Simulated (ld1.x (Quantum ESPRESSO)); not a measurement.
## u(r) = r·R(r): atom against pseudo-atom (Bi)

Columns: radius, all-electron u(r) and pseudo u(r) of the 5p shell (level -99.74 eV) of bismuth in the configuration [Kr] 4d10 4f14 5s2 5p6 5d10 6s2 6p2.5; PBE, scalar-relativistic, TM semilocal scheme, ld1.x (Quantum ESPRESSO) 7.5.

```json
{"r (bohr)": "0.098", "all-electron": "-0.3494", "pseudo": "-0.0225"}
{"r (bohr)": "0.195", "all-electron": "-0.0151", "pseudo": "-0.0901"}
{"r (bohr)": "0.292", "all-electron": "0.6433", "pseudo": "-0.2050"}
{"r (bohr)": "0.390", "all-electron": "0.4909", "pseudo": "-0.3708"}
{"r (bohr)": "0.488", "all-electron": "-0.0725", "pseudo": "-0.5818"}
{"r (bohr)": "0.585", "all-electron": "-0.6195", "pseudo": "-0.8142"}
{"r (bohr)": "0.682", "all-electron": "-0.9936", "pseudo": "-1.0280"}
{"r (bohr)": "0.780", "all-electron": "-1.1814", "pseudo": "-1.1729"}
{"r (bohr)": "0.878", "all-electron": "-1.2201", "pseudo": "-1.2143"}
{"r (bohr)": "0.975", "all-electron": "-1.1623", "pseudo": "-1.1616"}
{"r (bohr)": "1.072", "all-electron": "-1.0520", "pseudo": "-1.0520"}
{"r (bohr)": "1.170", "all-electron": "-0.9178", "pseudo": "-0.9178"}
{"r (bohr)": "1.268", "all-electron": "-0.7805", "pseudo": "-0.7805"}
{"r (bohr)": "1.365", "all-electron": "-0.6527", "pseudo": "-0.6527"}
{"r (bohr)": "1.463", "all-electron": "-0.5371", "pseudo": "-0.5371"}
{"r (bohr)": "1.560", "all-electron": "-0.4382", "pseudo": "-0.4382"}
{"r (bohr)": "1.658", "all-electron": "-0.3538", "pseudo": "-0.3538"}
{"r (bohr)": "1.755", "all-electron": "-0.2844", "pseudo": "-0.2844"}
{"r (bohr)": "1.852", "all-electron": "-0.2273", "pseudo": "-0.2273"}
{"r (bohr)": "1.950", "all-electron": "-0.1805", "pseudo": "-0.1805"}
{"r (bohr)": "2.047", "all-electron": "-0.1431", "pseudo": "-0.1431"}
{"r (bohr)": "2.145", "all-electron": "-0.1129", "pseudo": "-0.1129"}
{"r (bohr)": "2.242", "all-electron": "-0.0890", "pseudo": "-0.0890"}
{"r (bohr)": "2.340", "all-electron": "-0.0699", "pseudo": "-0.0699"}
{"r (bohr)": "2.438", "all-electron": "-0.0548", "pseudo": "-0.0548"}
{"r (bohr)": "2.535", "all-electron": "-0.0429", "pseudo": "-0.0429"}
```

(1) How many radial nodes do the two functions have?

(2) At about which radius was the pseudo-wave matched?

(3) Is the pseudo-wave norm-conserving?

Answers

(1) The all-electron 5p function has n − l − 1 = 3 (the table is too coarse to show those close to the nucleus); the pseudo-wave has 0, since the states of the same l below it are removed with the core.

(2) 1.10 bohr, where the columns begin to agree (steps of 0.10 bohr).

(3) Yes: the TM semilocal scheme keeps the norm inside the radius equal to the all-electron one, which fixes the energy derivative of the logarithmic derivative at the level.
